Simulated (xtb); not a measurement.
The multiplicity is imposed and other spin states were not computed.

Calculation: GFN2-xTB in xtb.

```
xtb start.xyz --ohess tight --gfn 2 --chrg 0 --uhf 0 --iterations 400

# start.xyz
6

Au     0.000000     0.000000     0.000000
O      0.455872     1.877605     0.874883
H      0.338160     1.862209     1.859168
H     -0.065944     2.611891     0.460824
O     -0.421139    -1.734545    -0.808234
H     -0.111857    -1.855566    -1.718732
```

Output:

```
[...]
          :  unpaired electrons                  0          :
          ...................................................

 iter      E             dE          RMSdq      gap      omega  full diag
   1    -13.5515079 -0.135515E+02  0.696E-05    5.56       0.0  T
   2    -13.5515079 -0.799361E-12  0.425E-05    5.56     960.6  T
   3    -13.5515079 -0.300204E-12  0.651E-06    5.56    6274.8  T

   *** convergence criteria satisfied after 3 iterations ***

         #    Occupation            Energy/Eh            Energy/eV
      -------------------------------------------------------------
         1        2.0000           -0.7599814             -20.6801
       ...           ...                  ...                  ...
         7        2.0000           -0.4107691             -11.1776
         8        2.0000           -0.3996069             -10.8739
         9        2.0000           -0.3893655             -10.5952
        10        2.0000           -0.3893086             -10.5936
        11        2.0000           -0.3794328             -10.3249
        12        2.0000           -0.3617210              -9.8429
        13        2.0000           -0.3509736              -9.5505 (HOMO)
        14                         -0.1465216              -3.9871 (LUMO)
        15                          0.0355883               0.9684
        16                          0.0369444               1.0053
        17                          0.0455132               1.2385
        18                          0.1833701               4.9898
       ...                                ...                  ...
        20                          0.5533046              15.0562
      -------------------------------------------------------------
                  HL-Gap            0.2044519 Eh            5.5634 eV
             Fermi-level           -0.2487476 Eh           -6.7688 eV


         :::::::::::::::::::::::::::::::::::::::::::::::::::::
         ::                     SUMMARY                     ::
         :::::::::::::::::::::::::::::::::::::::::::::::::::::
         :: total energy             -13.499559972532 Eh    ::
         :: gradient norm              0.000460701948 Eh/a0 ::
         :: HOMO-LUMO gap              5.563420177048 eV    ::
         ::.................................................::
         :: SCC energy               -13.551508327423 Eh    ::
         :: -> isotropic ES            0.087650871628 Eh    ::
         :: -> anisotropic ES          0.001554001347 Eh    ::
         :: -> anisotropic XC         -0.001398767677 Eh    ::
         :: -> dispersion             -0.001870276300 Eh    ::
         :: repulsion energy           0.051948354891 Eh    ::
         :: add. restraining           0.000000000000 Eh    ::
         :: total charge               0.000000000000 e     ::
         :::::::::::::::::::::::::::::::::::::::::::::::::::::

           -------------------------------------------------
          |                Numerical Hessian                |
           -------------------------------------------------
step length          :   0.00500
SCC accuracy         :   0.30000
Hessian scale factor :   1.00000
frozen atoms in %    :   0.00000    0
RMS gradient         :   0.00046
estimated CPU  time      0.00 min
estimated wall time      0.00 min

writing file <hessian>.

 projected vibrational frequencies (cm⁻¹)
eigval :       -0.00     0.00     0.00     0.00     0.00     0.00
eigval :       75.10   122.54   128.19   292.83   487.12   497.24
eigval :      503.45   844.40  1469.58  3552.71  3562.60  3702.44
           -------------------------------------------------
          |                Property Printout                |
           -------------------------------------------------

    * Orbital Energies and Occupations

         #    Occupation            Energy/Eh            Energy/eV
      -------------------------------------------------------------
         1        2.0000           -0.7599814             -20.6801
         2        2.0000           -0.6465043             -17.5923
         3        2.0000           -0.6052559             -16.4699
         4        2.0000           -0.5964812             -16.2311
         5        2.0000           -0.5469893             -14.8843
         6        2.0000           -0.4760950             -12.9552
         7        2.0000           -0.4107691             -11.1776
         8        2.0000           -0.3996069             -10.8739
         9        2.0000           -0.3893655             -10.5952
        10        2.0000           -0.3893086             -10.5936
        11        2.0000           -0.3794328             -10.3249
        12        2.0000           -0.3617210              -9.8429
        13        2.0000           -0.3509736              -9.5505 (HOMO)
        14                         -0.1465216              -3.9871 (LUMO)
        15                          0.0355883               0.9684
        16                          0.0369444               1.0053
        17                          0.0455132               1.2385
        18                          0.1833701               4.9898
        19                          0.2378515               6.4723
        20                          0.5533046              15.0562
      -------------------------------------------------------------
                  HL-Gap            0.2044519 Eh            5.5634 eV
             Fermi-level           -0.2487476 Eh           -6.7688 eV

     #   Z          covCN         q      C6AA      α(0)
     1  79 Au       1.485     0.213   277.385    31.904
     2   8 O        2.275    -0.460    21.983     6.332
     3   1 H        0.805     0.322     0.659     1.276
     4   1 H        0.805     0.321     0.660     1.276
     5   8 O        1.624    -0.636    26.043     6.888
     6   1 H        0.808     0.240     0.934     1.518

 Mol. C6AA /au·bohr⁶  :        830.926250
 Mol. C8AA /au·bohr⁸  :      46848.628960
 Mol. α(0) /au        :         49.194304

Wiberg/Mayer (AO) data.
largest (>0.10) Wiberg bond orders for each atom

 ---------------------------------------------------------------------------
     #   Z sym  total        # sym  WBO       # sym  WBO       # sym  WBO
 ---------------------------------------------------------------------------
     1  79 Au   1.192 --     5 O    0.867     2 O    0.316
     2   8 O    2.137 --     4 H    0.892     3 H    0.892     1 Au   0.316
     3   1 H    0.897 --     2 O    0.892
     4   1 H    0.897 --     2 O    0.892
     5   8 O    1.844 --     6 H    0.937     1 Au   0.867
     6   1 H    0.943 --     5 O    0.937
 ---------------------------------------------------------------------------

Topologies differ in total number of bonds
Writing topology from bond orders to xtbtopo.mol

molecular dipole:
                 x           y           z       tot (Debye)
 q only:        0.323       2.170       1.002
   full:        0.390       2.646       1.205       7.456
molecular quadrupole (traceless):
                xx          xy          yy          xz          yz          zz
 q only:       -1.754      -3.521      -1.994      -0.078       4.470       3.748
  q+dip:       -2.124      -4.939      -3.221      -0.138       5.888       5.345
   full:       -2.693      -4.924      -2.886      -0.160       6.604       5.578

           -------------------------------------------------
          |                Geometry Summary                 |
           -------------------------------------------------

      molecular mass/u    :      231.9892009
   center of mass at/Å    :       -0.0077097       0.0657253      -0.0943485
  moments of inertia/u·Å² :        0.2490602E+01   0.1561322E+03   0.1563837E+03
rotational constants/cm⁻¹ :        0.6768496E+01   0.1079703E+00   0.1077966E+00

 * 4 selected distances

     #   Z          #   Z                                           value/Å
     2   8 O        3   1 H                                       0.9630274
     2   8 O        4   1 H                                       0.9627621
     1  79 Au       5   8 O                                       1.9647679 (max)
     5   8 O        6   1 H                                       0.9541928 (min)

 * 2 distinct bonds (by element types)

   Z      Z             #   av. dist./Å        max./Å        min./Å
   1 H    8 O           3     0.9599941     0.9630274     0.9541928
   8 O   79 Au          1     1.9647679     1.9647679     1.9647679

           -------------------------------------------------
          |               Frequency Printout                |
           -------------------------------------------------
 projected vibrational frequencies (cm⁻¹)
eigval :       -0.00     0.00     0.00     0.00     0.00     0.00
eigval :       75.10   122.54   128.19   292.83   487.12   497.24
eigval :      503.45   844.40  1469.58  3552.71  3562.60  3702.44
 reduced masses (amu)
   1: 40.32   2:167.24   3:169.90   4:129.44   5: 17.05   6: 16.83   7:  3.07   8: 40.79
   9: 37.85  10: 21.76  11:  2.46  12: 26.52  13: 12.45  14:  2.60  15:  2.13  16:  2.13
  17:  1.56  18:  1.89
 IR intensities (km·mol⁻¹)
   1:  8.04   2:  0.17   3:  0.09   4:  3.26   5: 11.16   6:  9.62   7:224.11   8:  9.59
   9:  0.51  10:  1.86  11: 26.79  12: 29.49  13:398.78  14:131.19  15:146.36  16: 69.52
  17: 22.83  18:  1.56
 Raman intensities (Ä⁴*amu⁻¹)
   1:  0.00   2:  0.00   3:  0.00   4:  0.00   5:  0.00   6:  0.00   7:  0.00   8:  0.00
   9:  0.00  10:  0.00  11:  0.00  12:  0.00  13:  0.00  14:  0.00  15:  0.00  16:  0.00
Molecule has no symmetry elements
It seems to be the C1 point group
  17:  0.00  18:  0.00
 output can be read by thermo (or use thermo option).
 writing <g98.out> molden fake output.
 recommended (thermochemical) frequency scaling factor: 1.0
           -------------------------------------------------
          |             Thermodynamic Functions             |
           -------------------------------------------------

c1  symmetry found (for desy threshold:  0.10E+00) used in thermo

          ...................................................
          :                      SETUP                      :
          :.................................................:
          :  # frequencies                          12      :
          :  # imaginary freq.                       0      :
          :  linear?                             false      :
          :  only rotor calc.                    false      :
          :  symmetry                               c1      :
          :  rotational number                       1      :
          :  scaling factor                  1.0000000      :
          :  rotor cutoff                   50.0000000 cm⁻¹ :
          :  imag. cutoff                  -20.0000000 cm⁻¹ :
          :.................................................:

    mode    ω/cm⁻¹     T·S(HO)/kcal·mol⁻¹    T·S(FR)/kcal·mol⁻¹   T·S(vib)
   ------------------------------------------------------------------------
       1     75.10    -1.19706 ( 83.58%)    -0.93540 ( 16.42%)    -1.15410
       2    122.54    -0.91229 ( 97.30%)    -0.79060 (  2.70%)    -0.90901
       3    128.19    -0.88640 ( 97.74%)    -0.77727 (  2.26%)    -0.88393
       4    292.83    -0.43457 ( 99.92%)    -0.53276 (  0.08%)    -0.43466
   ------------------------------------------------------------------------

   temp. (K)  partition function   enthalpy   heat capacity  entropy
                                   cal/mol     cal/K/mol   cal/K/mol   J/K/mol
 298.15  VIB   28.7                 2096.344     11.742     13.536
         ROT  0.188E+05              888.752      2.981     22.543
         INT  0.540E+06             2985.097     14.723     36.079
         TR   0.342E+28             1481.254      4.968     42.207
         TOT                        4466.3506    19.6915    78.2860   327.5486

       T/K    H(0)-H(T)+PV         H(T)/Eh          T*S/Eh         G(T)/Eh
   ------------------------------------------------------------------------
    298.15    0.711758E-02    0.418328E-01    0.371962E-01    0.463659E-02
   ------------------------------------------------------------------------

         :::::::::::::::::::::::::::::::::::::::::::::::::::::
         ::                  THERMODYNAMIC                  ::
         :::::::::::::::::::::::::::::::::::::::::::::::::::::
         :: total free energy         -13.494923385533 Eh   ::
         ::.................................................::
         :: total energy              -13.499559972532 Eh   ::
         :: zero point energy           0.034715205628 Eh   ::
         :: G(RRHO) w/o ZPVE           -0.030078618629 Eh   ::
         :: G(RRHO) contrib.            0.004636586999 Eh   ::
         :::::::::::::::::::::::::::::::::::::::::::::::::::::

optimized geometry written to: xtbopt.xyz

           -------------------------------------------------
          | TOTAL ENERGY              -13.499559972532 Eh   |
          | TOTAL ENTHALPY            -13.457727184135 Eh   |
          | TOTAL FREE ENERGY         -13.494923385533 Eh   |
          | GRADIENT NORM               0.000460707072 Eh/α |
          | HOMO-LUMO GAP               5.563420379572 eV   |
           -------------------------------------------------

------------------------------------------------------------------------
```

Cost: roughly 0.21 core-seconds.
